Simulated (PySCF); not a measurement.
## Working out the excitation energy of Br⁺

Br⁺ [Ar] 3d10 4s2 4p4 (3P) → Br⁺ [Ar] 3d10 4s1 4p4 5s1 (5P). Calculation: PySCF 2.14, in aug-cc-pVDZ-DK; scalar relativity by spin-free X2C-1e. Frozen: [Ar] 3d10. Energies in hartree (1 hartree = 27.21139 eV):

```
            part   Br⁺ (lower)   Br⁺ (upper)
             UHF  -2603.903970  -2603.024892
CCSD correlation     -0.089364     -0.109218
             (T)     -0.001106     -0.004436
```

What does Hartree-Fock give?

(-2603.024892) − (-2603.903970) = 0.879078 hartree = 23.921 eV.

What do CCSD and CCSD(T) give?

The CCSD correlation energies differ by -0.019854 hartree = -0.540 eV and the triples by -0.003330 hartree = -0.091 eV, so CCSD gives 23.381 eV and CCSD(T) 23.290 eV.

The upper state lies above the first ionisation limit, where it may autoionise and the basis confines it. A Rydberg-like electron needs more diffuse functions than a valence basis has.

A double-zeta basis recovers only part of the correlation energy.

The coupled-cluster amplitudes are large, so a single reference is strained.
